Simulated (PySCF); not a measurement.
**Spin states of SbCl**

Unrestricted PBE0; PySCF, scalar-relativistic core potentials, basis sets Sb def2-TZVPP with ECP28, Cl def2-TZVPP. Outer shells of the fragments: Sb 4d10 5s2 5p3; Cl 3s2 3p5.

Followed along the bond (rough minima from three points):

```json
{"2Ms+1": "3", "unpaired": "π ↑↑", "⟨S²⟩ at the start": "2.00", "R at minimum (Å)": "2.35", "Te (eV)": "0.00"}
{"2Ms+1": "1", "unpaired": "π ↑↓", "⟨S²⟩ at the start": "1.01", "R at minimum (Å)": "2.34", "Te (eV)": "0.29"}
{"2Ms+1": "1", "unpaired": "none", "⟨S²⟩ at the start": "0.00", "R at minimum (Å)": "2.34", "Te (eV)": "1.19"}
{"2Ms+1": "5", "unpaired": "σ ↑↑, π ↑↑", "⟨S²⟩ at the start": "6.00", "R at minimum (Å)": "none in the scan", "Te (eV)": "≤ 4.72"}
```

Solutions found at the starting distance of 2.335 Å, counted from the lowest of them; the search is not exhaustive and high or unbound solutions are not listed, so other states can lie among these:

| 2Ms+1 | unpaired | term | E (eV) | ⟨S²⟩ | ⟨Lz²⟩ | μ (D) |
| --- | --- | --- | --- | --- | --- | --- |
| 3 | π ↑↑ | ³Σ⁻ | 0.00 | 2.00 | 0.00 | -2.07 |
| 1 | π ↑↓ | mixed | 0.29 | 1.01 | 2.02 | -2.01 |
| 1 | none | mixed | 1.19 | 0.00 | 2.01 | -1.79 |
| 3 | σ ↑, π ↑ | ³Π | 2.90 | 2.01 | 1.01 | -1.75 |
| 1 | σ ↓, π ↑ | mixed | 3.17 | 1.01 | 1.01 | -1.65 |
| 3 | σ ↑, π ↑ | ³Π | 4.99 | 2.01 | 1.01 | 0.38 |

A term symbol is given only where ⟨S²⟩ and ⟨Lz²⟩ are close to those of a pure state; real π, δ and φ orbitals otherwise mix terms. A positive dipole means Sb(−)Cl(+).

Spin–orbit coupling is left out. Counting both spins, an empty level lies below a filled one in some of these solutions, because spin and occupation are held.
